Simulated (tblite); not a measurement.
C3H8O3Si2.
Cartesian coordinates in Å at the GFN2-xTB level; atoms count from 1:
```
atom  x, y, z in Å
O1     3.244   -0.672    0.303
Si2    1.913    0.020    0.882
O3     1.513    1.421    0.105
Si4   -0.038    1.575   -0.353
C5    -0.568   -0.170    0.179
C6    -1.859   -0.487    0.884
C7    -1.611   -1.016   -0.494
O8     0.573   -0.864    0.637
H9     3.306   -0.941   -0.612
H10    2.199    0.324    2.262
H11   -0.060    1.757   -1.799
H12   -0.676    2.602    0.458
H13   -2.577    0.308    1.015
H14   -1.813   -1.188    1.704
H15   -2.156   -0.589   -1.322
H16   -1.401   -2.070   -0.593
```

All values are computed: GFN2-xTB (tblite) harmonic vibrations without scaling, gas phase. Against measured fundamentals such values can be off by several per cent, at times by over 20. Modes of hydrogen on silicon can be 10 to 20 % off. One conformer, not necessarily the lowest.

Harmonic wavenumbers (cm⁻¹): 71.9, 98.8, 152.4, 219.5, 233.8, 279.7, 289.7, 360.7, 407.6, 423.7, 513.1, 560.9, 583.4, 618.0, 638.4, 694.4, 751.1, 783.4, 793.2, 818.5, 829.4, 902.9, 925.6, 938.0, 954.4, 997.3, 1038.4, 1057.3, 1090.3, 1148.9, 1174.7, 1340.6, 1419.0, 1468.5, 2304.7, 2320.8, 2451.1, 3078.9, 3081.0, 3093.7, 3108.5, 3644.6.

A = 2578, B = 1221, C = 943.7 MHz; mass 148.001 u (most abundant isotopes); point group C1, symmetry number 1.

**Question.** Zero-point energy?

**Answer.** ½Σν̃ = 23830 cm⁻¹ = 285.08 kJ/mol.

**Question.** Entropy at 273.15 K, 1 bar (ideal gas, RRHO, classical rotation)?

**Answer.** Translation 169.36, rotation 120.54, vibration 92.80: S = 382.7 J/(mol K).

**Question.** And Cp and H(273.15 K) − H(0)?

**Answer.** Cp = 150.56 J/(mol K), of which vibrations give 117.31 (their classical limit is 42 R = 349.2); H(273.15 K) − H(0) = 23.80 kJ/mol without the zero-point energy, 14.72 from vibrations.

**Question.** What must be added to the electronic energy to get the Gibbs energy at 273.15 K and 1 bar?

**Answer.** ZPE + [H(273.15 K) − H(0)] − T·S = 285.08 + 23.80 − 104.53 = 204.35 kJ/mol.

**Question.** Which modes carry the vibrational entropy at 273.15 K?

**Answer.** 71.9 cm⁻¹: 16.44; 98.8 cm⁻¹: 13.84; 152.4 cm⁻¹: 10.36; 219.5 cm⁻¹: 7.56; 233.8 cm⁻¹: 7.09; 279.7 cm⁻¹: 5.81 J/(mol K); the other 36 give 31.71 together.

**Question.** How do the functions run with temperature in this model?

**Answer.** 
```csv
T (K),S (J/(mol K)),Cp (J/(mol K)),H − H(0) (kJ/mol),G − H(0) (kJ/mol),ln q(vib)
100,279.2,69.3,4.80,-23.12,0.96
200,341.4,116.0,14.04,-54.24,2.99
300,397.4,162.5,28.01,-91.20,5.32
500,497.7,230.0,67.86,-180.99,10.25
800,619.0,284.4,145.93,-349.28,17.34
1000,685.0,306.4,205.14,-479.84,21.65
```

q(vib) and H(0) count from the zero-point level.

**Question.** Blend soft modes into free rotors: weight 1/[1 + (100 cm⁻¹/ν̃)⁴] for the oscillator and the rest for a rotor with moment μB/(μ + B), μ = h/(8π²ν), B = 10⁻⁴⁴ kg m². What vibrational entropy results?

**Answer.** 88.99 J/(mol K) in place of 92.80, which changes −T·S at 273.15 K by +1.04 kJ/mol.

Hindered rotation and anharmonicity are outside this model. Other conformers, if any are populated, would add a mixing term that is left out. The structure is chiral; the term R ln 2 for an equal mix with its mirror image is left out.

Run on an Arm Neoverse N1 with one thread, on a shared host. This covers the Hessian and the dipole derivatives.
